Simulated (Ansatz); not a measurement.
Calculated with Ansatz (gas phase, PBE0-D4/def2-TZVP geometries, no zero-point term in ΔE). CBS: MP2 limit from def2 TZ/QZ plus the TZ coupled-cluster correction, frozen cores. This one scheme is used for every species. Functionals use def2-TZVPP. Each species was taken in one conformer, which may not be the lowest.

Reaction (substitution at a C–Al bond): `C=[C]([AlH2])S` + H–F → `C=C(F)S` + `[AlH3]`

Problem. Is it downhill or uphill in electronic energy at CCSD(T)/CBS, and by how much? (Best estimate.)

Solution. Ansatz gave: Uphill: ΔE = +108.0 kJ/mol.

Problem. What do these levels give: r2SCAN-D4, B97M-V, BHLYP-D4, r2SCAN, BHLYP, RPA@PBE/def2-TZVPP, CCSD(T)/def2-SVP, HF/def2-TZVPP, MP2/def2-TZVPP, SCS-MP2/def2-TZVPP, CCSD(T)/def2-TZVPP, SCS-MP2/def2-QZVPP? (Estimate.)

Solution. Computed: r2SCAN-D4 88.4, B97M-V 75.6, BHLYP-D4 92.4, r2SCAN 87.2, BHLYP 83.8, RPA@PBE/def2-TZVPP 93.4, CCSD(T)/def2-SVP 78.5, HF/def2-TZVPP 77.8, MP2/def2-TZVPP 113.5, SCS-MP2/def2-TZVPP 102.6, CCSD(T)/def2-TZVPP 101.4, SCS-MP2/def2-QZVPP 106.8 kJ/mol.

Problem. What do rigid-rotor, harmonic-oscillator terms from PBE0-D4/def2-TZVP frequencies (298.15 K, 1 bar) make of the CCSD(T)/CBS value? (Estimate.)

Solution. Ansatz gave: ΔZPE = -5.7 kJ/mol, ΔH = +99.6 kJ/mol, ΔS = -2 J/(mol·K), ΔG = +100.3 kJ/mol.

Largest T1 diagnostic among the species: 0.012.

In def2-TZVPP, CCSD(T) changes the Hartree–Fock value by +23.7 kJ/mol (the triples alone add +3.0 kJ/mol) and MP2 by +35.7 kJ/mol. From r2SCAN to r2SCAN0 (25 % exact exchange), in def2-TZVPP and without D4, ΔE moves by +4.7 kJ/mol. At CCSD(T), def2-SVP lies −29.5 kJ/mol from the extrapolated value and def2-TZVPP −6.6 kJ/mol.
